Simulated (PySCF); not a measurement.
# TiH4: computed shieldings and shifts

TiH4, H4Ti, point group Td.

Geometry:
```tsv
atom	x (Å)	y (Å)	z (Å)
Ti1	0.000	0.000	0.000
H2	0.011	-0.017	1.685
H3	1.585	0.010	-0.572
H4	-0.802	1.379	-0.542
H5	-0.794	-1.372	-0.571
```

GIAO calculations in PySCF 2.14.0 with density-fitted response routines on the PBE0-D3(BJ)/def2-SVP structure: isolated species, non-relativistic, equivalent atoms averaged; basis pcSseg-1 (pcSseg-2 on Ti).

Q: Give the isotropic shieldings (ppm) with B3LYP, PBE, PBE0.

A: 
```
             atoms       environment  B3LYP    PBE   PBE0
               Ti1  Ti bonded to 4 H  -2773  -2859  -2725
       H2/H3/H4/H5  hydrogen on a Ti  19.66  19.16  19.60
HOMO–LUMO gap (eV)                 –   5.46   3.17   6.00
```

Q: And the chemical shifts, against references computed in the same way?

A: 
```json
{"atoms": "Ti1", "nucleus, reference": "⁴⁹Ti, TiCl4", "B3LYP": "1771", "PBE": "1872", "PBE0": "1784"}
{"atoms": "H2/H3/H4/H5", "nucleus, reference": "¹H, TMS", "B3LYP": "11.72", "PBE": "12.03", "PBE0": "11.67"}
```

Q: Which part of the shielding of Ti1 depends on the functional?

A: Diamagnetic: B3LYP 1613, PBE 1613, PBE0 1612 ppm; paramagnetic: B3LYP -4385, PBE -4472, PBE0 -4337 ppm. The diamagnetic part, set mainly by inner electrons, hardly moves; the paramagnetic part goes with low-lying magnetically allowed excitations and carries the spread.

Q: What couplings does PBE/pcJ-1 (pcSseg-1 on Ti) give?

A: ²J(H2,H3) = -30.2 Hz (averaged over equivalent pairs; isotopes ¹H).
